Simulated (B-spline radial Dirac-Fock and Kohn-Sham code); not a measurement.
# Mn⁺: non-radiative channels of the 2s vacancy

System: the Mn⁺ ion, [Ar] 3d5 4s1, inside a Watson sphere of charge -1 and radius 2.4 Å (a model of the Madelung potential; inside it an electron's potential energy is raised by 6.0 eV).

The run's input, task.json:

```json
{"items": [{
  "Z": 25,
  "q": 1,
  "cfg": [[1, 0, 2], [2, 0, 2], [2, 1, 6], [3, 0, 2], [3, 1, 6], [3, 2, 5], [4, 0, 1]],
  "A": 55,
  "rrms": 3.7057,
  "watson": [-1, 2.4],
  "do": ["binding", "quiet", "decay"],
  "holes": ["K", "L1", "L2", "L3", "M1", "M2", "M3"]
}]}
```

Command: `python xray_run.py task.json out`

These are calculated numbers from an atomic code on a B-spline grid; the model is one-electron (LDA, Dirac) transition rates at Dirac-Fock energies. Kinetic energies are configuration averages from the vacuum level; the two-hole energies are estimated from single-hole states.

| transition | kinetic energy (eV) | width (meV) | share (%) |
| --- | --- | --- | --- |
| L1-L3M1 | – | 1180 | 17.8 |
| L1-L2M2 | 33.46 | 393 | 5.9 |
| L1-L2M3 | 33.63 | 531 | 8.0 |
| L1-L3M2 | 42.43 | 487 | 7.3 |
| L1-L3M3 | 44.36 | 1120 | 16.8 |
| L1-L2M5 | 87.76 | 514 | 7.8 |
| L1-L2M4 | 87.98 | 311 | 4.7 |
| L1-L3M4 | 97.81 | 716 | 10.8 |
| L1-L3M5 | 98.15 | 1010 | 15.2 |
| L1-M1M3 | – | 93.5 | 1.4 |

A dash stands for an energy that rests on an unreliable hole state.

Coster-Kronig rates are the weakest part of this model and often come out 1.5 to 2.5 times too large. Channels within a few eV of threshold rest on estimated energies and may be closed in reality. The listed channels hold 96 % of the non-radiative rate. Summed by principal shells, of 6.63 eV in all: LLM 94.4 %, LMM 4.1 %, LLN 1.3 %.
